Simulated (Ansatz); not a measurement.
Ansatz results at the PBE0-D4/def2-TZVP geometry: HOMO–LUMO gap (B3LYP/def2-TZVPP) 6.36 eV; HOMO–LUMO gap (PBE0/def2-TZVPP) 6.81 eV; LUMO energy (B3LYP/def2-TZVPP) 0.11 eV.

Each molecule was computed in one conformer, which needn't be the lowest.

(1) Which molecule gave them?
A. `C[O][Ti]12345678([F])([C@H]9[C@@H]1[C@@H]2[C@@H]3[C@H]94)[C@H]1[C@@H]5[C@@H]6[C@@H]7[C@H]18`
B. `C[O][Hf]1234([Cl])([N](C)C)[C@@H]5[C@H]1[C@H]2[C@@]3(F)[C@@H]54`
C. `CC[C@@]12[C@H]3[C@H]4[C@H]5[C@@H]1[Hf]4532([NH2])([O]C)[O]C`
D. `C[N](C)[Ti]1234([NH2])([NH2])[C@@H]5[C@H]1[C@H]2[C@@]3(C)[C@@H]54`

Answers

(1) C. The others give `C[O][Hf]1234([Cl])([N](C)C)[C@@H]5[C@H]1[C@H]2[C@@]3(F)[C@@H]54`: 5.50, 5.88, -0.64; `C[N](C)[Ti]1234([NH2])([NH2])[C@@H]5[C@H]1[C@H]2[C@@]3(C)[C@@H]54`: 4.74, 5.19, -0.88; `C[O][Ti]12345678([F])([C@H]9[C@@H]1[C@@H]2[C@@H]3[C@H]94)[C@H]1[C@@H]5[C@@H]6[C@@H]7[C@H]18`: 4.46, 4.93, -1.70.

B3LYP here is the variant with VWN-RPA as its local correlation; programs differ in this.
